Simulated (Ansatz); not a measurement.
Reaction (substitution at a C–S bond): `C[SiH2]SSC` + `[CH2]1[NH][GeH2]1` → `C[N]1[CH2][GeH2]1` + `C[SiH2]SS`

Program: Ansatz. Geometries: PBE0-D4/def2-TZVP. ΔE: electronic, gas phase. CCSD(T)/CBS is the MP2 limit (def2-TZVPP, def2-QZVPP) plus CCSD(T) − MP2 in def2-TZVPP, frozen cores. For Ge outer-core shells are correlated without core-valence functions, which leaves a few kJ/mol of doubt a bond. Scalar relativity is left out up to krypton. Each species was taken in one conformer, which may not be the lowest.

```tsv
species	MP2/def2-QZVPP energy (Eh)
`C[SiH2]SSC`	-1165.42750
`[CH2]1[NH][GeH2]1`	-2171.54529
`C[N]1[CH2][GeH2]1`	-2210.77065
`C[SiH2]SS`	-1126.18938
```

Question: Work out ΔE.

Answer: ΔE = (-2210.77065) + (-1126.18938) − (-1165.42750) − (-2171.54529) = 0.01276 Eh = +8.0 kcal/mol. CCSD(T)/CBS gives +7.7 kcal/mol.

Largest T1 diagnostic among the species: 0.012.

In def2-TZVPP, CCSD(T) changes the Hartree–Fock value by +0.9 kcal/mol (the triples alone add +0.4 kcal/mol) and MP2 by +1.5 kcal/mol.
